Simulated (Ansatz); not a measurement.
Two isomers of CH5BOSi: A = `CB1O[SiH2]1`, B = `O=CB[SiH3]`.

Gas-phase electronic energies from Ansatz, PBE0-D4/def2-TZVP geometries. CCSD(T)/CBS adds triple-zeta CCSD(T) − MP2 to the extrapolated MP2 energy (def2 sets, frozen cores). DFT in def2-TZVPP. B3LYP here is the variant with VWN-RPA as its local correlation; programs differ in this. Each species was taken in one conformer, which may not be the lowest.

A:

```xyz
9

C     0.7843    1.4295   -0.1204
B     0.0427    0.0735   -0.1000
O    -0.3972   -0.7595   -1.0607
Si   -0.8427   -1.5261    0.4471
H     0.9903    1.7713   -1.1377
H     1.7281    1.3520    0.4273
H     0.1930    2.1903    0.3978
H    -2.3141   -1.6834    0.5539
H    -0.1844   -2.8477    0.5927
```

B:

```xyz
9

O     0.744    1.535    1.323
C     0.191    1.697    0.245
B    -0.638    0.407    0.246
Si    0.132   -1.331   -0.407
H     0.375    2.588   -0.379
H    -1.708    0.463    0.777
H    -0.655   -1.734   -1.610
H     1.561   -1.215   -0.803
H    -0.002   -2.409    0.609
```

Q: Which is lower in electronic energy at CCSD(T)/CBS, and by how much? (An estimate is asked.)

A: The calculation gave: A, by 259.9 kJ/mol.

Q: Give E(B) − E(A) in kJ/mol with HF/def2-TZVPP, MP2/def2-TZVPP, B2PLYP, ωB97M-V, BLYP-D4, CCSD(T)/def2-SVP, B3LYP. (Estimate.)

A: The calculation gave: HF/def2-TZVPP 237.3, MP2/def2-TZVPP 272.2, B2PLYP 253.5, ωB97M-V 263.4, BLYP-D4 232.1, CCSD(T)/def2-SVP 238.8, B3LYP 247.0. None reverses the order clearly.

Q: Does the order hold for the free energy at 298.15 K (harmonic terms from PBE0-D4)? (Estimate.)

A: Computed: Yes: G(B) − G(A) = +239.7 kJ/mol, for one conformer each.

Largest T1 diagnostic: 0.021.

From BLYP to BHLYP (50 % exact exchange), in def2-TZVPP and without D4, E(B) − E(A) moves by +23.6 kJ/mol. At CCSD(T), def2-SVP lies −21.1 kJ/mol from the extrapolated value and def2-TZVPP −5.1 kJ/mol.
